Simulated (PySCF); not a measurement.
## Static response to an electric field

C8H7N.
Structure used (GFN2-xTB), in Å, numbered top down from 1:
```xyz
16
C8H7N angstrom
C      3.682   -0.754   -0.291
C      2.270   -0.494   -0.146
C      1.093   -0.276   -0.025
C     -0.292   -0.015    0.130
C     -0.740    0.771    1.198
C     -2.096    1.005    1.318
C     -2.958    0.454    0.381
C     -2.411   -0.312   -0.639
N     -1.121   -0.544   -0.768
H      4.059   -1.267    0.594
H      3.860   -1.378   -1.166
H      4.222    0.186   -0.409
H     -0.032    1.178    1.904
H     -2.479    1.608    2.130
H     -4.024    0.614    0.439
H     -3.041   -0.766   -1.395
```

Level: PBE0/def2-SVPD (PySCF), static field, nuclei fixed, core orbitals frozen in the response. The polarisability tensor in these axes (au):

```
x   161.78 -15.32  -5.37
y   -15.32  70.80  16.01
z    -5.37  16.01  80.34
```

Give the principal values, the mean and the anisotropy Δα = √{½[(α1 − α2)² + (α2 − α3)² + (α1 − α3)²]}.

Principal values 58.03, 89.85 and 165.04 au; mean 104.31 au = 15.46 Å³ = 17.20 × 10⁻⁴⁰ C²·m²/J; Δα = 95.18 au (91 % of the mean).

What is the dipole moment, and where does it point?

(0.22, 1.03, 1.53) D, 1.86 D in size, pointing from the negative to the positive side. Measured along this direction, the outermost atoms are H16 at the negative end and H14 at the positive end.

Form Σ f/ω² (atomic units) for the 8 lowest TDDFT singlets, given as eV and f, and set it beside the mean polarisability, which is this sum over all singlets: 4.66, 0.0016; 4.96, 0.2495; 5.03, 0.0002; 5.08, 0.0015; 5.29, 0.2217; 5.94, 0.0003; 6.36, 0.0632; 6.51, 0.0032.

They add up to 14.67 au, 14.1 % of the 104.31 au; the largest single term is 7.50 au, from the state at 4.96 eV. Terms in order: 0.06, 7.50, 0.00, 0.04, 5.86, 0.01, 1.15, 0.06 au. Higher excitations give the rest. The strengths listed sum to 0.541.

Find the Langevin capture rate constant for H3O+ (19.018 u) meeting this molecule (117.058 u), k = 2.342 × 10⁻⁹ cm³/s × √(α in Å³ / reduced mass in u).

The reduced mass is 16.36 u, so k = 2.28 × 10⁻⁹ cm³/s. The formula leaves out the permanent dipole, which adds to the capture rate.

What would n − 1 = 2πNα be for an ideal gas of these molecules at 298.15 K and 1 atm, electronic part alone?

N = p/kT = 2.4615 × 10¹⁹ cm⁻³, so n − 1 = 2π × N × 15.46 × 10⁻²⁴ cm³ = 2390 × 10⁻⁶ at long wavelengths.

What depolarisation ratio follows for Rayleigh scattering of linearly polarised light, taking the static tensor?

ρ = 3Δα²/(45ᾱ² + 4Δα²) = 27179.2/(489581 + 36238.9) = 0.0517.

What are the principal values of the traceless quadrupole moment, Θ = ½Σq(3rr − r²1), about the centre of nuclear charge?

-10.96, -5.92, 16.88 D·Å. The values depend on the origin, since the dipole doesn't vanish. The electronic extent ⟨r²⟩ about the same centre is 1495 bohr², a root-mean-square distance of 2.60 Å for the 62 electrons.

Isolated species at its GFN2-xTB geometry, gas phase.
